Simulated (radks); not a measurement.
Question: Coherent X-ray form factor from a spherical all-electron density. All-electron calculation, scalar-relativistic Kohn-Sham, PBE, spin-unpolarised, spherical densities, finite nucleus; Fermi nuclear charge, rms radius of each element as measured or else 0.836 A^(1/3) + 0.57 fm. Program: a radial shooting solver on a logarithmic mesh with Libxc functionals.

sin(theta)/lambda (1/angstrom),f0 (electrons)
0.05,62.602
0.1,59.463
0.15,55.966
0.2,52.512
0.25,49.137
0.3,45.902
0.4,40.145
0.5,35.422
0.6,31.506
0.8,25.339
1,20.976
1.25,17.490
1.5,15.207
2,11.587

The species is in the configuration that NIST lists as its ground one. Which atom or ion scatters so?

Answer: Neutral gadolinium, [Xe] 4f7 5d1 6s2. Extrapolating in s^2 from the first two rows gives f0(0) = 63.6, near the electron count 64; among species with that count, the fall with angle is slower the higher Z, and the table is that of Z = 64; from so few rows the species is fixed only to a neighbour or two.
